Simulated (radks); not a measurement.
Spherical quantum dot in the effective-mass picture: electrons in a hard-walled sphere of radius 4.51, with a point charge +1 (a donor) at the centre, all in effective atomic units (hartree* = m*/eps^2 hartree, bohr* = eps/m* bohr), one dielectric constant everywhere. Calculated with a radial shooting solver with Libxc functionals: non-relativistic Kohn-Sham, LDA (Slater exchange, Perdew-Wang correlation), spin-polarised, spherical densities. Levels are named by radial order and angular momentum (1s, 1p, 1d, 2s, ...), and open shells are averaged over m. Results are scaled to m* = 0.028 and eps = 6.9, for which hartree* = 16 meV and bohr* = 13.04 nm.

N = 8, configuration 1s2 1p6. This is the lowest configuration that the search found. Occupied and some empty levels:

level,occupation,eigenvalue (meV),<r> (nm)
1s,2,33.746,29.56
1p,6,37.574,37.65
1d,0,41.915,40.16
2s,0,41.923,26.38
1f,0,47.408,41.86

Energy (meV): total 136.125, kinetic 59.557, external -55.376, Hartree 167.66, exchange-correlation -35.718.

Electron density:

r (nm),n(r) (e/nm^3)
1.49,0.00007131
5.89,0.00003934
10.3,0.00002531
14.7,0.00001966
19.1,0.00001798
23.5,0.00001812
27.9,0.00001878
32.3,0.00001892
36.7,0.00001769
41.1,0.00001459
45.5,9.914e-06
49.9,4.913e-06
54.4,1.254e-06
58.7,1.327e-09
